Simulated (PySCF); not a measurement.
Hexahydropyrrolizine, C₇H₁₃N.
Atom-mapped SMILES: `[CH2:1]1[CH2:2][CH:3]2[CH2:4][CH2:5][CH2:6][N:7]2[CH2:8]1` (hydrogens: H9, H10 on C1; H11, H12 on C2; H13 on C3; H14, H15 on C4; H16, H17 on C5; H18, H19 on C6; H20, H21 on C8)

The same species was optimised twice, with GFN2-xTB and with PBE0-D3(BJ)/def2-SVP (PySCF), and the same property calculations (PySCF, gas phase) were run on both structures.

| coordinate | GFN2-xTB | PBE0-D3(BJ)/def2-SVP | change |
| --- | --- | --- | --- |
| C2–C3 (Å) | 1.534 | 1.530 | -0.004 |
| C5–C6 (Å) | 1.533 | 1.529 | -0.004 |
| C3–N7 (Å) | 1.473 | 1.476 | +0.003 |
| C3–C4 (Å) | 1.540 | 1.538 | -0.002 |
| N7–C8 (Å) | 1.456 | 1.454 | -0.002 |
| C1–C2 (Å) | 1.526 | 1.524 | -0.002 |
| C4–C5 (Å) | 1.528 | 1.526 | -0.002 |
| C6–N7 (Å) | 1.453 | 1.452 | -0.001 |
| C1–C8 (Å) | 1.524 | 1.524 | 0.000 |
| C6–N7–C8 (°) | 115.4 | 117.1 | +1.7 |
| C3–N7–C8 (°) | 108.5 | 109.8 | +1.3 |
| C3–N7–C6 (°) | 107.6 | 108.9 | +1.3 |
| C2–C3–C4 (°) | 114.8 | 116.1 | +1.3 |
| C4–C3–N7 (°) | 107.1 | 105.8 | -1.3 |
| C2–C3–N7 (°) | 106.0 | 104.8 | -1.2 |
| C5–C6–N7 (°) | 105.9 | 105.1 | -0.8 |
| C2–C1–C8 (°) | 101.5 | 101.9 | +0.4 |

Rotational constants: A = 3659, B = 2050, C = 1562 MHz (GFN2-xTB) against A = 3658, B = 2040, C = 1551 MHz (PBE0-D3(BJ)/def2-SVP). Point groups within 0.08 Å: C1 and C1.

On the GFN2-xTB structure: HOMO (eV) -5.81 [PBE0/pcSseg-1]; LUMO (eV) 1.41 [PBE0/pcSseg-1]; dipole (D) 1.02 [PBE0/pcSseg-1]; GIAO shielding of C1/C5 (mean) (ppm) 159.9 [PBE0/pcSseg-1]; GIAO shielding of C2/C4 (mean) (ppm) 149.6 [PBE0/pcSseg-1]; GIAO shielding of C3 (ppm) 120.1 [PBE0/pcSseg-1]; GIAO shielding of C6/C8 (mean) (ppm) 128.6 [PBE0/pcSseg-1]; GIAO shielding of N7 (ppm) 199.0 [PBE0/pcSseg-1].

What do these properties become on the PBE0-D3(BJ)/def2-SVP structure?

| property | level | on GFN2-xTB | on PBE0-D3(BJ)/def2-SVP | change |
| --- | --- | --- | --- | --- |
| HOMO (eV) | PBE0/pcSseg-1 | -5.81 | -5.72 | +0.09 |
| LUMO (eV) | PBE0/pcSseg-1 | 1.41 | 1.40 | -0.01 |
| dipole (D) | PBE0/pcSseg-1 | 1.02 | 1.00 | -0.02 |
| energy, GFN2-xTB geometry as zero (kcal/mol) | PBE0/pcSseg-1 | 0.0 | -0.5 | -0.5 |
| GIAO shielding of C1/C5 (mean) (ppm) | PBE0/pcSseg-1 | 159.9 | 158.1 | -1.8 |
| GIAO shielding of C2/C4 (mean) (ppm) | PBE0/pcSseg-1 | 149.6 | 149.7 | +0.1 |
| GIAO shielding of C3 (ppm) | PBE0/pcSseg-1 | 120.1 | 118.9 | -1.2 |
| GIAO shielding of C6/C8 (mean) (ppm) | PBE0/pcSseg-1 | 128.6 | 127.4 | -1.2 |
| GIAO shielding of N7 (ppm) | PBE0/pcSseg-1 | 199.0 | 203.0 | +4.0 |

The heavy atoms differ by 0.057 Å rms after alignment. Among bonds between heavy atoms C2–C3, C3–N7 and C5–C6 change most and about equally (-0.004 to +0.003 Å). Changes are differences of the printed values. Neither structure is proved a minimum here.
